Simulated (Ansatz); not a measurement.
```xyz
14

C     1.0001    0.0073   -0.0009
C     0.2534    1.2254    0.0024
C    -1.1351    1.2007   -0.0030
C    -1.8385   -0.0087   -0.0049
C    -1.1407   -1.2037    0.0010
C     0.2463   -1.2205   -0.0065
C     2.3983   -0.0032    0.0090
H     0.7872    2.1600    0.0014
H    -1.6851    2.1502   -0.0032
H    -2.9299    0.0044    0.0090
H    -1.6844   -2.1493    0.0022
H     0.7967   -2.1691    0.0087
H     2.9598   -0.9446   -0.0046
H     2.9577    0.9325    0.0074
```

Basis set: cc-pVDZ (spherical functions). Frozen core: 7 orbitals. Charge 0, multiplicity 2.

Computed with Ansatz (development build ahead of 0.2.0); each method stands on the lowest determinant of its kind that the runs found.

The atomization energy at this shape (free ground-state atoms in the same class of orbitals less the molecule, no zero-point energy) of doublet C7H7:

```csv
method,atomization energy
UHF,50.60 eV
```

**Question.** What does UHF-MP2 give?

**Answer.** 63.76 eV. Caution: the unrestricted determinant is spin contaminated.
